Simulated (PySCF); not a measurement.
CH₆N₂Si (calculated)

All values are calculated (PySCF 2.14.0). Calculation on a computer-drawn molecule: optimised geometry and harmonic frequencies of an isolated molecule of the commonest isotopes, restricted reference for singlets and unrestricted otherwise, frozen core in MP2.

### CH₆N₂Si

Start structure:
```xyz
10
CH6N2Si
C     -0.6928    -1.6990    -0.3219
N     -0.7747    -1.3570     1.0776
Si    -1.1133    -0.0914     1.9411
N     -1.4007     1.5754     1.6260
H      0.2168    -1.1500    -0.8063
H     -1.5746    -1.5243    -0.8679
H     -0.4339    -2.8216    -0.3121
H     -1.1920    -0.2572     3.3526
H     -1.6483     2.2656     2.3483
H     -1.4356     2.0673     0.7566
```

Here we set charge 0, multiplicity 1, method HF and basis cc-pV(D+d)Z.

Results for CH₆N₂Si: rotational constants 18.64, 3.255, 2.819 GHz; total energy -439.1911 hartree; convergence status largest gradient component 1.639e-06 hartree/bohr.

Drawn bonds:
```
atom  other atom  order
   1           2      1
   2           3      2
   3           4      1
   1           5      1
   1           6      1
   1           7      1
   3           8      1
   4           9      1
   4          10      1
```

Optimised structure:
```xyz
10
CH6N2Si
C     -0.6021    -1.7065    -0.3236
N     -0.6573    -1.1516     0.9852
Si    -0.9902     0.0020     1.9498
N     -1.6263     1.5379     1.6797
H      0.4240    -1.9866    -0.5850
H     -0.9636    -1.0352    -1.1132
H     -1.1986    -2.6232    -0.3835
H     -0.7654    -0.1141     3.3934
H     -1.7932     2.1964     2.4151
H     -1.8763     1.8887     0.7760
```

Modes:
```
frequency (cm⁻¹)  reduced mass (dalton)
           69.29                   1.07
           102.5                  3.151
           255.6                  2.596
           327.8                  1.156
           337.3                   3.68
           426.9                  1.426
           656.5                  1.145
           758.7                  2.079
           827.3                  1.832
           954.1                  2.398
            1045                  1.662
            1233                  1.275
            1234                  1.306
            1561                  1.481
            1599                   1.16
            1599                  1.043
            1607                  2.706
            1677                  1.151
            2393                  1.043
            3120                  1.041
            3172                  1.095
            3189                  1.103
            3792                   1.05
            3896                  1.098
```
